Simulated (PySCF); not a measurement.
SMILES [CH3][Al]([CH3])[O][Al]([OH])[OH] (GFN2-xTB optimised geometry):

```
15

Al    -0.850    -1.102     0.001
C     -2.828    -0.885    -0.157
C      0.209    -2.787     0.161
O      0.043     0.322     0.000
Al     0.943     1.751     0.000
O      2.596     1.751     0.000
O      0.230     3.241     0.000
H     -3.348    -1.844    -0.162
H     -3.105    -0.358    -1.075
H     -3.238    -0.295     0.669
H     -0.425    -3.675     0.152
H      0.929    -2.891    -0.656
H      0.791    -2.811     1.087
H      3.348     1.177     0.001
H     -0.611     3.675    -0.004
```

Method: PySCF with CAM-B3LYP/def2-TZVP.

**Question.** What are the frontier orbital energies and the dipole moment?

**Answer.** HOMO-2 -10.35 eV, HOMO-1 -10.12 eV, HOMO -8.77 eV, LUMO 0.44 eV, LUMO+1 0.80 eV; dipole moment 1.53 D.

On the same geometry PySCF with PBE/def2-TZVP gives HOMO-2 -7.11 eV, HOMO-1 -6.97 eV, HOMO -6.08 eV, LUMO -1.16 eV, LUMO+1 -0.88 eV; dipole moment 1.40 D.

Meta-Löwdin charges at CAM-B3LYP/def2-TZVP: Al1 1.01, C2 -0.65, C3 -0.65, O4 -0.88, Al5 1.30, O6 -0.79, O7 -0.79, H8 0.12, H9 0.12, H10 0.12, H11 0.12, H12 0.12, H13 0.12, H14 0.36, H15 0.36.
